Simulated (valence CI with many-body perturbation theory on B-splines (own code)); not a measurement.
Forbidden lines of Pr²⁰⁺

Computed by valence CI with perturbative core correlation (CI+MBPT): three valence electrons over a frozen Dirac-Fock core [Kr], a basis of 7 s, 7 p, 8 d, 6 f, 4 g, 1 h functions for each j, with the one-electron correlation potential Σ1, the two-electron term Σ2, the three-electron term Σ3, Breit, model QED; selected CI, second order for the rest, scaled by the run's own slope (own B-spline code, finite nucleus).

No measured levels were compared; by estimate terms of the open shell hold to 2 to 4 % of their energy, and close levels can change places. The list stops below the first excitations out of the core.

Lines 1 to 50 of 70 in falling wavelength, among levels below 642460 cm⁻¹, chosen from the decays that carry over 1 % of a level's rate. Wavelengths and rates use the calculated energies, so an error of 2000 cm⁻¹ moves a line at 1508 nm by 30 % and its rate by three times that or more. Weak lines are less certain than strong ones. Lines between different terms over intervals too small for the method are left out, as are lines whose strength nearly cancels. The highest levels of a list are the least certain.

Names give the largest LS component (configuration and term), which can be under half, so a name can repeat, a term be missing and a line seem to break the LS rules; names also repeat where a configuration has a term twice. Letters in brackets count levels of one name in rising energy.

```
λ vac (nm)           Upper           Lower  Type   A (s⁻¹)  Branch %
      1508  4d³ ²G_9/2 [a]      4d³ ⁴F_7/2    M1  4.04e+00     100.0
      1377      4d³ ⁴P_1/2      4d³ ⁴P_3/2    M1  1.01e+01       5.9
     663.9      4d³ ⁴F_7/2      4d³ ⁴F_5/2    M1  1.00e+02     100.0
     581.9  4d³ ²D_5/2 [a]  4d³ ²D_3/2 [a]    M1  3.83e+01       3.5
     556.5      4d³ ⁴P_3/2      4d³ ⁴F_5/2    M1  3.45e+01       6.0
     488.1     4d³ ²H_11/2      4d³ ²H_9/2    M1  5.49e+01      13.3
     460.3  4d³ ²G_9/2 [b]     4d³ ²H_11/2    M1  3.75e+01       1.7
     413.9      4d³ ⁴F_5/2      4d³ ⁴F_3/2    M1  4.81e+02     100.0
     413.2      4d³ ²P_3/2  4d³ ²D_5/2 [a]    M1  3.40e+01       1.4
     403.9      4d³ ²F_5/2  4d³ ²D_3/2 [a]    M1  1.45e+01       1.8
     346.5  4d³ ²D_5/2 [a]      4d³ ⁴P_5/2    M1  1.21e+01       1.1
     339.1      4d³ ²H_9/2  4d³ ²G_9/2 [a]    M1  4.51e+02      53.9
     313.8  4d³ ²D_5/2 [a]      4d³ ²G_7/2    M1  3.11e+01       2.8
     309.3      4d³ ²G_7/2      4d³ ⁴F_7/2    M1  3.01e+02      20.9
     308.3      4d³ ⁴P_5/2      4d³ ⁴P_3/2    M1  3.05e+02      73.4
     282.9      4d³ ⁴P_5/2      4d³ ⁴F_7/2    M1  2.87e+01       6.9
     276.9      4d³ ²H_9/2      4d³ ⁴F_7/2    M1  3.85e+02      46.0
     274.5      4d³ ²F_5/2      4d³ ⁴P_5/2    M1  3.03e+02      38.2
     273.9      4d³ ²P_3/2      4d³ ²P_1/2    M1  3.63e+02      14.6
     271.4  4d³ ²D_3/2 [a]      4d³ ⁴P_1/2    M1  2.25e+02       8.9
     262.0  4d³ ²D_3/2 [b]      4d³ ²P_3/2    M1  5.00e+01       1.9
     253.5      4d³ ²F_5/2      4d³ ²G_7/2    M1  3.99e+01       5.0
     242.6      4d³ ²F_7/2      4d³ ⁴P_5/2    M1  2.00e+01       2.8
     241.6      4d³ ²P_3/2  4d³ ²D_3/2 [a]    M1  6.74e+02      27.2
     239.6      4d³ ²P_1/2      4d³ ⁴P_1/2    M1  1.26e+03      94.5
     237.4      4d³ ⁴P_3/2      4d³ ⁴F_3/2    M1  5.38e+02      94.0
     236.9  4d³ ²G_9/2 [b]      4d³ ²H_9/2    M1  9.14e+02      42.4
     226.7  4d³ ²D_3/2 [a]      4d³ ⁴P_3/2    M1  1.25e+03      49.2
     226.1      4d³ ²F_7/2      4d³ ²G_7/2    M1  1.43e+02      19.7
     218.0  4d³ ²D_5/2 [b]      4d³ ²P_3/2    M1  7.91e+01       1.7
     217.4  4d³ ²G_9/2 [b]      4d³ ²G_7/2    M1  1.07e+03      49.5
     211.0      4d³ ²G_7/2      4d³ ⁴F_5/2    M1  1.14e+03      79.1
     204.1      4d³ ²P_1/2      4d³ ⁴P_3/2    M1  3.30e+01       2.5
     202.5      4d³ ⁴P_1/2      4d³ ⁴F_3/2    M1  1.60e+02      93.5
     200.1     4d³ ²H_11/2  4d³ ²G_9/2 [a]    M1  3.59e+02      86.7
     198.4      4d³ ⁴P_5/2      4d³ ⁴F_5/2    M1  4.95e+01      11.9
     188.5      4d³ ²P_3/2      4d³ ⁴P_5/2    M1  7.68e+02      30.9
     182.5  4d³ ²D_3/2 [b]      4d³ ²F_5/2    M1  2.80e+02      10.7
     173.3  4d³ ²D_5/2 [b]      4d³ ²F_7/2    M1  4.91e+02      10.4
     163.1  4d³ ²D_5/2 [a]      4d³ ⁴P_3/2    M1  2.30e+02      20.9
     161.1  4d³ ²D_3/2 [a]      4d³ ⁴F_5/2    M1  8.44e+02      33.2
     160.3  4d³ ²D_3/2 [b]  4d³ ²D_5/2 [a]    M1  9.35e+02      35.6
     160.0  4d³ ²D_5/2 [b]      4d³ ²F_5/2    M1  1.33e+03      28.2
     155.8  4d³ ²D_5/2 [a]      4d³ ⁴F_7/2    M1  6.04e+02      54.8
     145.2      4d³ ²F_5/2      4d³ ⁴P_3/2    M1  1.65e+02      20.9
     143.0      4d³ ²F_7/2  4d³ ²G_9/2 [a]    M1  3.26e+02      44.9
     139.3      4d³ ²F_5/2      4d³ ⁴F_7/2    M1  1.06e+02      13.3
     134.1      4d³ ⁴P_5/2      4d³ ⁴F_3/2    M1  3.23e+01       7.7
     133.9  4d³ ²D_3/2 [b]      4d³ ²P_1/2    M1  1.87e+02       7.1
     130.6      4d³ ²F_7/2      4d³ ⁴F_7/2    M1  1.37e+02      18.9
```
